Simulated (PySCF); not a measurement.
A calculated (BP86, PySCF 2.14, jorge-DZP-DKH, scalar relativity by spin-free X2C-1e) atom or ion has these occupied shells.

```json
{"shell": "1s β", "electrons": "1", "orbital energy (eV)": "-5900.5", "rms radius, mean of both spins (bohr)": "0.0735"}
{"shell": "1s α", "electrons": "1", "orbital energy (eV)": "-5900.4", "rms radius, mean of both spins (bohr)": "0.0735"}
{"shell": "2s α", "electrons": "1", "orbital energy (eV)": "-689.40", "rms radius, mean of both spins (bohr)": "0.318"}
{"shell": "2s β", "electrons": "1", "orbital energy (eV)": "-688.02", "rms radius, mean of both spins (bohr)": "0.318"}
{"shell": "2p α", "electrons": "3", "orbital energy (eV)": "-583.01", "rms radius, mean of both spins (bohr)": "0.288"}
{"shell": "2p β", "electrons": "3", "orbital energy (eV)": "-581.95", "rms radius, mean of both spins (bohr)": "0.288"}
{"shell": "3s α", "electrons": "1", "orbital energy (eV)": "-96.741", "rms radius, mean of both spins (bohr)": "0.967"}
{"shell": "3s β", "electrons": "1", "orbital energy (eV)": "-92.840", "rms radius, mean of both spins (bohr)": "0.967"}
{"shell": "3p α", "electrons": "3", "orbital energy (eV)": "-68.078", "rms radius, mean of both spins (bohr)": "1.04"}
{"shell": "3p β", "electrons": "3", "orbital energy (eV)": "-64.217", "rms radius, mean of both spins (bohr)": "1.04"}
{"shell": "3d α", "electrons": "4", "orbital energy (eV)": "-24.275", "rms radius, mean of both spins (bohr)": "1.38"}
```

**Question.** Name the element and its charge.

**Answer.** Cr(2+) (chromium, charge +2), in [Ar] 3d4, high-spin 5D determinant.
